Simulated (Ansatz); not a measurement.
Input (CCSDT(Q)/aug-cc-pVDZ; Ansatz, a first-principles code):

Ansatz 0.2 input:
```yaml
crystal:
  periodic: [false, false, false]
  atoms:
    - {symbol: Se, position_ang: [-0.00001182, 0.05762557, 0.00169855]}
    - {symbol: H, position_ang: [-1.06697200, -0.97993617, -0.02607717]}
    - {symbol: H, position_ang: [1.06737402, -0.97933327, -0.03167343]}
basis:
  gaussian:
    orbitals: aug-cc-pVDZ
total_charge: 1
magnetization: {spin_polarized: true, initial_magnetization: 1}
correlation: {method: ccsdt_q, electrons: outside_noble_gas}
```

Output:

```
Functional definition: HF
integrals: 0.05 GiB planned
946 factors; integrals over basis functions are off by at most 2.6e-7 eV
mean field: 0.17 GiB planned
mean field evaluation 1: about -65324.5837 eV, gradient 7.5e0 eV
mean field evaluation 2: about -65324.5839 eV, gradient 7.5e0 eV
mean field evaluation 4: about -65325.0624 eV, gradient 8.3e-1 eV
mean field evaluation 8: about -65325.0714 eV, gradient 6.5e-4 eV
mean field evaluation 16: about -65325.0714 eV, gradient 1.1e-6 eV
mean field evaluation 32: about -65321.8607 eV, gradient 2.2e-1 eV
mean field -65325.07144240 eV, -2400.6520965844 hartree, gradient 1.1e-6 eV, S^2 0.762613; 1 other end points of the search recorded, 0 dependent functions left out
determinant -65325.07144240 eV, -2400.6520965844 hartree, with singles and doubles -65328.61871391 eV, -2400.7824564079 hartree
determinant -65321.86234880 eV, -2400.5341645698 hartree, with singles and doubles -65325.47302699 eV, -2400.6668545460 hartree
14 core orbitals not correlated
reference -65325.07144240 eV, -2400.6520965844 hartree; 4, 3 occupied and 36, 37 virtual orbitals, 946 factors
second order -2.89262948 eV of doubles, -0.00000000 eV of singles
coupled cluster: 0.38 GiB planned
cycle   1  -3.36399278 eV  change   -4.7e-1 eV  update   5.6e-2
cycle   2  -3.62770699 eV  change   -2.6e-1 eV  update   2.3e-2
cycle   3  -3.64308058 eV  change   -1.5e-2 eV  update   6.9e-3
cycle   4  -3.64497556 eV  change   -1.9e-3 eV  update   3.1e-3
cycle   5  -3.64544868 eV  change   -4.7e-4 eV  update   1.3e-3
cycle   6  -3.64526406 eV  change    1.8e-4 eV  update   6.4e-4
cycle   7  -3.64569116 eV  change   -4.3e-4 eV  update   2.5e-4
cycle   8  -3.64574409 eV  change   -5.3e-5 eV  update   7.4e-5
cycle   9  -3.64569484 eV  change    4.9e-5 eV  update   2.7e-5
cycle  10  -3.64569519 eV  change   -3.5e-7 eV  update   8.7e-6
cycle  11  -3.64570211 eV  change   -6.9e-6 eV  update   3.6e-6
cycle  12  -3.64570210 eV  change    1.9e-8 eV  update   1.4e-6
cycle  13  -3.64570136 eV  change    7.3e-7 eV  update   6.5e-7
cycle  14  -3.64570063 eV  change    7.3e-7 eV  update   2.2e-7
perturbative correction -0.00317233 eV, -0.0001165808 hartree
Total energy: -65328.72031535 eV, -2400.7861901922 hartree
```
